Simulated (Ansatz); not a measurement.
Ansatz (a first-principles code) input:
A basis named .json is the Basis Set Exchange file of that set.

Ansatz 0.2 input:
```yaml
crystal:
  periodic: [false, false, false]
  atoms:
    - {symbol: Si, position_ang: [2.02095777, -0.02545036, 0.09773607]}
    - {symbol: C, position_ang: [0.21594553, 0.00357760, -0.03212696]}
    - {symbol: C, position_ang: [-0.63024388, 1.14042318, 0.12371557]}
    - {symbol: C, position_ang: [-1.96261309, 0.72113858, 0.03945976]}
    - {symbol: C, position_ang: [-1.97023874, -0.68074534, -0.16790820]}
    - {symbol: C, position_ang: [-0.64254302, -1.12062687, -0.21074104]}
    - {symbol: H, position_ang: [2.65326056, -1.11871826, -0.71037478]}
    - {symbol: H, position_ang: [2.66613533, 1.24815304, -0.36026499]}
    - {symbol: H, position_ang: [2.61734961, -0.23111926, 1.46620226]}
    - {symbol: H, position_ang: [-0.29084995, 2.15824253, 0.27322042]}
    - {symbol: H, position_ang: [-2.83622012, 1.35904059, 0.10235256]}
    - {symbol: H, position_ang: [-2.85068526, -1.30020063, -0.29100486]}
    - {symbol: H, position_ang: [-0.31423978, -2.14169590, -0.36283045]}
basis:
  gaussian:
    orbitals: cc-pV_D+d_Z.json
total_charge: -1
magnetization: {spin_polarized: false}
correlation: {method: ccsd_t, electrons: outside_noble_gas}
```

Question: Which total energy does the run end on?

Answer: -483.19524 Eh (CCSD(T)/cc-pV(D+d)Z). The basis has 128 functions.

It need not be the lowest isomer of its formula. Whether it binds its extra electron was not tested at this geometry.
